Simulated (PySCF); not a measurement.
**Ir⁴²⁺: ionisation energy**

Ir⁴²⁺ [Ar] 3d10 4s2 4p5 [4p1/2^2 4p3/2^3, M_J = 3/2] → Ir⁴³⁺ [Ar] 3d10 4s2 4p4 [4p1/2^2 4p3/2^2, M_J = 2], as a difference of total energies. Calculation: PySCF 2.14, in an even-tempered Gaussian basis (16 s from 5.3 bohr⁻², ratio 2.8; 14 p from 6.9 bohr⁻², ratio 2.8; 8 d from 12 bohr⁻², ratio 2.8; 4 f from 32 bohr⁻², ratio 3); the two-component X2C-1e Hamiltonian. Correlated levels: [Ne] frozen; the 78 highest virtual spinors dropped. "Screened" scales the spin-orbit matrix elements by Boettger's factors to mimic the two-electron term; Breit and QED terms are absent.

| method | ionisation energy (eV) |
| --- | --- |
| GHF (spin-free) | 2165.8 |
| GMP2 (spin-free) | 2167.2 |
| GHF (screened spin-orbit) | 2133.2 |
| GMP2 (screened spin-orbit) | 2134.6 |

Breit and QED terms and the two-electron picture change are absent.

The spin-free rows relax to the high-spin LS determinant and lack the spin-orbit shift.

The labels give the starting determinants; with spin-orbit coupling the two ends relaxed to ⟨J²⟩ = 3.75, ⟨L²⟩ = 2.08, ⟨S²⟩ = 0.83 and ⟨J²⟩ = 6.00, ⟨L²⟩ = 3.31, ⟨S²⟩ = 1.46.

For comparison: 2139 ± 4 eV (theoretical estimate listed by NIST; NIST Atomic Spectra Database, ionization energies).
